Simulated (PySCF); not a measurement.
TeO2F2: fields on a plane

Level of theory: PBE0 in PySCF with Te def2-SVP with ECP28, O def2-SVP, F def2-SVP; scalar-relativistic core potentials, no spin–orbit coupling; density-fitted integrals.

The singlet minimum has Te–F 1.898 Å (×2), Te–O 1.791 Å (×2); F–Te–F 92.2°, F–Te–O 106.7° (×4), O–Te–O 131.1°.

The plane holds Te1 at (0.00, 0.00), O2 at (1.79, 0.00), O3 at (-1.18, 1.35) Å. Columns run from x = -3.15 to 4.05 Å, rows from y = 3.75 (top) to -1.95 Å, in steps of 0.3 Å. Other isomers or separated fragments may lie lower. Core electrons replaced by a potential are absent, the electrostatic potential uses the reduced nuclear charge, and values within about 0.7 Å of such atoms have no physical meaning.

Problem. Give the electron density (e/Å³) (cut at 5 e/Å³). Every second row and column.

Solution. 
```
0.00 0.00 0.00 0.00 0.00 0.00 0.00 0.00 0.00 0.00 0.00 0.00 0.00
0.00 0.00 0.00 0.00 0.00 0.00 0.00 0.00 0.00 0.00 0.00 0.00 0.00
0.00 0.00 0.02 0.07 0.07 0.02 0.00 0.00 0.00 0.00 0.00 0.00 0.00
0.00 0.02 0.21 1.49 1.03 0.13 0.02 0.01 0.00 0.00 0.00 0.00 0.00
0.00 0.04 0.77 5.00 3.86 0.40 0.13 0.06 0.06 0.04 0.01 0.00 0.00
0.00 0.03 0.31 1.80 1.37 1.61 0.85 0.41 0.94 0.46 0.05 0.00 0.00
0.00 0.01 0.06 0.26 1.59 5.00 5.00 1.29 5.00 2.84 0.13 0.01 0.00
0.00 0.00 0.01 0.11 0.79 5.00 3.98 0.86 3.52 1.45 0.09 0.00 0.00
0.00 0.00 0.00 0.05 0.22 0.39 0.28 0.17 0.22 0.13 0.02 0.00 0.00
0.00 0.00 0.00 0.02 0.06 0.07 0.04 0.02 0.02 0.01 0.00 0.00 0.00
```

Problem. Give the highest occupied orbital (Å^-3/2) at -10.11 eV (cut at ±0.3; overall sign arbitrary). Lower edges of the bins (Å^-3/2): '0' -0.300, '1' -0.240, '2' -0.180, '3' -0.120, '4' -0.060, '5' 0.000, '6' 0.060, '7' 0.120, '8' 0.180, '9' 0.240; top 0.30.

Solution. 
```
4445555555555554455555555
4445555555555555555555555
4445555555555555444455555
4444555555555554444444455
4444455666555554444444444
4444456787655544444444444
4443336999765544444444444
4432104999865544444444444
4432000999865433333444444
4432000299765322112344444
4432000156554310001344444
4443211244345300000344444
4443322345366410003555555
4444333346635557999765555
4444443445424579999865555
4444444444455679999765555
4444444445556677887665555
4444444445555666666655555
4444444455555555555555555
4444444455555555555555555
```
